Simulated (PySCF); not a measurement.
Computed Raman spectrum (relative Raman activity) of a molecule C4H6F2. The structure is a stationary point at PBE0-D3(BJ)/def2-SVP. The values are those of a single conformer. Method: PBE0-D3(BJ)/def2-SVP (PySCF 2.14.0). Frequencies are harmonic and unscaled.

Lines under 2 % of the strongest are left out, and lines within 2 cm⁻¹ are merged.

| ν (cm⁻¹) | relative intensity |
|---|---|
| 691 | 2.1 |
| 828 | 2.2 |
| 1118 | 2.0 |
| 1291 | 2.8 |
| 1315 | 7.9 |
| 1391 | 9.7 |
| 1418 | 5.1 |
| 1448 | 7.1 |
| 1457 | 13 |
| 1789 | 19 |
| 3049 | 100 |
| 3062 | 74 |
| 3127 | 55 |
| 3161 | 45 |
| 3187 | 44 |
| 3191 | 17 |

Question: Which molecule gave these data?
A. CCC=C(F)F
B. C/C=C/C(F)F
C. C/C(F)=C(\C)F
D. F[C@H]1CC[C@@H]1F

Answer: B, C/C=C/C(F)F
